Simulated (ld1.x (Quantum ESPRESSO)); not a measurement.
Br (Z = 35), RRKJ: configuration errors across variants

```json
{
 "Element": "bromine",
 "Generator": "ld1.x (Quantum ESPRESSO) 7.5",
 "Type": "norm-conserving RRKJ (Kleinman–Bylander form)",
 "Functional": "PBE",
 "Relativity": "scalar-relativistic",
 "Frozen core": "[Ar]",
 "Valence charge": "17",
 "Reference configuration": "3d10 4s2 4p5",
 "Partial waves": "4s (bound): rc 1.30 bohr; 3d (bound): rc 1.10 bohr; 4p (bound): rc 1.70 bohr",
 "Local potential": "the p channel",
 "Core correction": "a·sin(br)/r model core inside 1.15 bohr",
 "rho0": "0.005"
}
```

All-electron excitation energies from the reference (eV): (1) 3d10 4s2 4p4 12.554; (2) 3d10 4s2 4p3 35.314; (3) 3d10 4s2 4p2 69.297; (4) 3d10 4s1 4p5 25.558; (5) 3d10 4s2 4p1 115.321; (6) 3d10 4s2 4p5.3 -1.963; (7) 3d9 4s2 4p5 78.443.

1 further variants failed, have other tests or another functional or relativity, and are left out.

A true bound ghost makes a file unfit for plane-wave use even where its test errors are small: the radial tests pick states by their node count and pass the ghost by.

Errors AE − PS in meV (a dash: test not solved or not reliable):

| change | (1) | (2) | (3) | (4) | (5) | (6) | (7) | bound ghosts |
| --- | --- | --- | --- | --- | --- | --- | --- | --- |
| base | -0.7 | +1.6 | +6.5 | +1.0 | +8.2 | +0.4 | -374 | s |
| all radii but the core radius scaled by about 0.97 (s 1.26, p 1.64, d 1.06 bohr) | -0.7 | +1.6 | +6.8 | +0.1 | +10 | +0.4 | -461 | none |
| local potential all-electron potential smoothed inside 1.00 bohr (lloc = -2) | +2.0 | +19 | +66 | +2.5 | +164 | +0.5 | +205 | none |
| wave 4s (bound): rc 1.30 bohr becomes 4s (bound): rc 1.20 bohr | -0.7 | +1.6 | +6.5 | -0.1 | +8.9 | +0.4 | -341 | none |
| wave 3d (bound): rc 1.10 bohr becomes 3d (bound): rc 0.76 bohr | -0.6 | +1.6 | +6.5 | +1.2 | +9.0 | +0.4 | -1318 | s |
| wave 4p (bound): rc 1.70 bohr becomes 4p (bound): rc 1.80 bohr | -0.4 | +2.6 | +7.3 | +2.8 | +5.3 | +0.4 | -344 | s |
| local potential the s channel | -3.1 | -6.3 | +2.1 | -13 | +47 | +0.3 | -472 | none |
| type TM; local potential the s channel; rho0 0 | -3.3 | -9.3 | -11 | -9.4 | +9.2 | – | -952 | none |

(1) Give the same row for: core correction a·sin(br)/r model core inside 0.78 bohr.

Results:

(1) -0.7, +1.1, +4.0, +0.1, 0.0, +0.4, -448; bound ghosts: s.
